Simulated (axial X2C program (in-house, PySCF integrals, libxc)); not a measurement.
**Levels of Ga₂⁺ by electron attachment to Ga₂²⁺ (EOM-EA-CCSD)**

Computed with an axial X2C code built on PySCF integrals: two-component X2C with atomic mean-field Coulomb and Gaunt terms, Gaussian nuclei, basis Ga dyall-acv3z with contracted cores.

R = 3.571 Å (1.090 times 3.276 Å, the PBE0 minimum at charge 1 for the lowest determinant).

Levels of Ga₂⁺ obtained by attaching an electron to Ga₂²⁺:

```csv
Ω,binding energy (eV),above lowest (cm⁻¹),attached spinor,one-particle weight
1/2,10.799,0,92% Ga pσ,0.95
1/2,10.040,6115,92% Ga pπ,0.95
3/2,9.984,6568,92% Ga pπ,0.95
1/2,9.007,14450,90% Ga pπ,0.95
3/2,8.937,15012,90% Ga pπ,0.95
1/2,7.899,23383,82% Ga pσ,0.92
1/2,6.022,38523,78% Ga sσ,0.97
```

Take the first Ω = 1/2 and Ω = 3/2 rows of π character: how far apart are they, and which lies lower?

E(3/2) − E(1/2) = 6568 − 6115 = 453 cm⁻¹ at EOM-EA-CCSD: regular, Ω = 1/2 lower. Splittings at this level can be off by ten to twenty per cent.

This point took 7.7 s on 1 thread of Intel(R) Xeon(R) Processor @ 2.30GHz (shared host).

Reference electrons by ω block (each with its −ω partner): 1/2: 20, 3/2: 8, 5/2: 2. 4 electrons of Ga₂²⁺ correlated (inner shells frozen), 92 natural virtual spinors (a truncated set); levels can be off by some tenths of an eV. Roots sought by Ω: (1/2: 5, 3/2: 4, 5/2: 2, 7/2: 1); the list ends where they run out and leaves out roots under 60 % one-particle weight. The solver can skip a root, and states that need a further excitation, which the method places far too high, are missing though they may lie low or lowest. T1 of the reference 0.005 (Lee–Taylor). The reference was not checked to be the lowest state of its species. Number of frozen shells: Ga 3 s, 2 p, 1 d. g and u states are not told apart.
